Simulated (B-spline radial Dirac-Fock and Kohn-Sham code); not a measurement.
**Auger decay of the 4d3/2 hole in Te⁺**

System: the Te⁺ ion, [Kr] 4d10 5s1 5p4 (an excited configuration).

Model: independent-particle rates on relativistic LDA orbitals of the hole state (multipoles up to L = 3, Coulomb Auger matrix elements, transition energies from Dirac-Fock). Program: a radial finite-basis atomic code. Kinetic energies are configuration averages from the vacuum level; the two-hole energies are estimated from single-hole states.

| transition | kinetic energy (eV) | width (meV) | share (%) |
| --- | --- | --- | --- |
| N4-O1O2 | 4.32 | 17.7 | 26.2 |
| N4-O1O3 | 5.37 | 13.9 | 20.6 |
| N4-O2O2 | 16.28 | 9.91 | 14.7 |
| N4-O2O3 | 17.31 | 21.0 | 31.2 |
| N4-O3O3 | 18.34 | 4.89 | 7.3 |

Channels within a few eV of threshold rest on estimated energies and may be closed in reality. The listed channels hold 100 % of the non-radiative rate. Summed by principal shells, of 0.0673 eV in all: NOO 100.0 %.

Values without a named source are computed, but for edge energies of neutral atoms, which are taken from tables.
